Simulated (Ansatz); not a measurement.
`N[SiH](N)S`, charge 0, multiplicity 1.

(1) Give a relaxed structure at PBE0-D4/def2-TZVP (Ansatz). (Estimate.)

Results:

(1) Ansatz gave: 
```xyz
10

N    -0.9606   -0.2394   -1.2080
Si    0.2600    0.1400   -0.0763
N    -0.5349    0.7940    1.2810
S     1.4257   -1.4373    0.8065
H    -1.7063   -0.8704   -0.9597
H    -0.7229   -0.3176   -2.1835
H     1.2197    0.9799   -0.8436
H    -0.0642    0.8981    2.1635
H    -1.2905    1.4483    1.1630
H     2.3740   -1.3955   -0.1429
```
This is one stationary point; other conformers may exist.
